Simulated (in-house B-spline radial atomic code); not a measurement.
## Cl⁸⁺: [He] 2s2 2p5

Computed with a radial B-spline atomic code at the basis-set limit: Dirac-Kohn-Sham B97-1, spherical fractional occupations, exact exchange averaged over the configuration, Fermi nucleus of rms radius 3.3654 fm.

Screening seen three ways: the hydrogenic charge with the same mean radius, Z_r = [3n² - l(l+1)]/(2<r>), the one with the same energy, Z_e = n√(-2ε), and Slater's rules. Values are occupation-weighted means over j.

| shell | electrons | ε (eV) | <r> (bohr) | Z_r | Z_e | Slater |
| --- | --- | --- | --- | --- | --- | --- |
| 1s | 2 | -2984.9 | 0.09082 | 16.52 | 14.81 | 16.70 |
| 2s | 2 | -442.64 | 0.4284 | 14.01 | 11.41 | 13.20 |
| 2p | 5 | -383.87 | 0.3862 | 12.95 | 10.62 | 13.20 |

The least bound orbital is 2p3/2 at -383.2 eV, while the most diffuse is 2s1/2 (<r> = 0.4284 bohr against 0.3869 bohr): energy order and size order differ.

Spin-orbit splittings of the orbital energies (j = l + 1/2 above j = l - 1/2 when positive): 2p 1.876 eV.

For the 1s electron the small component carries 0.367 % of the norm, the zero-frequency Breit interaction raises the level by 2.075 eV, self-energy by 0.9496 eV, and vacuum polarisation lowers it by 0.06467 eV.
